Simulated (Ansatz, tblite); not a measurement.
Forces on the cluster NbO3⁻ at its r2SCAN-D4/def2-TZVPD geometry. The state is a singlet with charge -1.

In the def2 sets Nb takes a core potential; there is no spin–orbit coupling. The xTB rows come from tblite. The structure holds one bond between oxygen atoms, so isomers without such links may lie far lower. At PBE-D4/def2-TZVPD the restricted singlet is unstable: a solution with broken spin symmetry lies lower. At PBE-D4/def2-TZVPD the highest occupied level of the charge -1 singlet lies above zero (up to 0.78 eV). Its loss leaves the charge 0 doublet, which lies 1.39 eV higher (vertical, at PBE-D4/def2-TZVPD), but this difference is unsure: the doublet is doubtful (geometry relaxed on an unsound state). The geometry of the singlet was relaxed on an unsound state (restricted singlet, unstable towards broken spin symmetry). At PBE0-D4/def2-TZVPD a triplet of charge -1 lies 0.64 eV below the restricted singlet, each at its own geometry. The structure comes from a short search, and lower isomers may exist.

GFN1-xTB (tblite), largest force 2.56 eV/Å:

```xyz
4
positions Å, forces eV/Å
Nb    0.382    0.652    0.402   -0.796   -1.658   -0.733
O    -1.189    0.107   -0.615    2.406   -0.009   -0.882
O     0.766   -0.580    1.540    0.193    0.691    0.077
O     0.041   -0.178   -1.328   -1.803    0.975    1.539
```

GFN2-xTB (tblite), largest force 2.81 eV/Å:

```
Nb 0.306 -1.233 1.005
O 1.589 -0.235 -2.303
O 0.809 0.708 1.112
O -2.704 0.759 0.187
```

PBE-D4/def2-TZVPD (Ansatz), largest force 0.49 eV/Å:

```
Nb 0.129 0.470 0.024
O -0.339 -0.030 -0.055
O 0.118 -0.322 0.339
O 0.091 -0.119 -0.309
```
